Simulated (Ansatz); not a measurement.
Consider the atomization: `[Cl][Zn][Cl]` → 2 Cl• + Zn (atom).

Isolated molecules relaxed with PBE0-D4/def2-TZVP in Ansatz; ΔE leaves out vibrations. CCSD(T)/CBS adds triple-zeta CCSD(T) − MP2 to the extrapolated MP2 energy (def2 sets, frozen cores). This one scheme is used for every species, atoms too. DFT in def2-TZVPP. HSE06 is defined as in plane-wave codes. No spin–orbit coupling; open shells (•) take unrestricted orbitals. Spin–orbit coupling would lower the free atoms: a little for Cl. Bonds to Zn are less sure, by a few kJ/mol each and by 10 to 20 or more in all where they break to atoms, as the def2 sets lack core-valence functions. Scalar relativity is left out up to krypton.

`[Cl][Zn][Cl]`:

```xyz
3

Cl    1.535    1.329   -0.469
Zn    0.000    0.000    0.000
Cl   -1.535   -1.329    0.470
```

CCSD(T)/CBS gives +6.81 eV.

(1) Another level gave +5.67 eV. Which?
A. RPA@PBE/def2-TZVPP
B. HSE06-D4/def2-TZVPP
C. BLYP-D4/def2-TZVPP
D. r2SCAN-D4/def2-TZVPP

Largest T1 diagnostic among the species: 0.017.

Results:

(1) A. RPA@PBE/def2-TZVPP 5.67, HSE06-D4 6.77, r2SCAN-D4 6.93, BLYP-D4 6.14 eV.

From PBE to PBE0 (25 % exact exchange), in def2-TZVPP and without D4, ΔE moves by +0.05 eV. Leaving LDA and LC-ωPBE aside and taking each functional with its dispersion term where it has one, the values spread over 0.80 eV, from BLYP-D4 to r2SCAN-D4. LDA lies +1.09 eV from PBE without D4, its usual overbinding. In def2-TZVPP, CCSD(T) changes the Hartree–Fock value by +1.21 eV (the triples alone add +0.14 eV) and MP2 by +1.71 eV; breaking electron pairs costs correlation energy, which Hartree–Fock lacks.

For atomizations the MP2-based limit and the directly extrapolated one differ by several kJ/mol either way, and by 10 to 25 for some Ge, Se and Sn compounds, so smaller differences from it don't rank the levels.
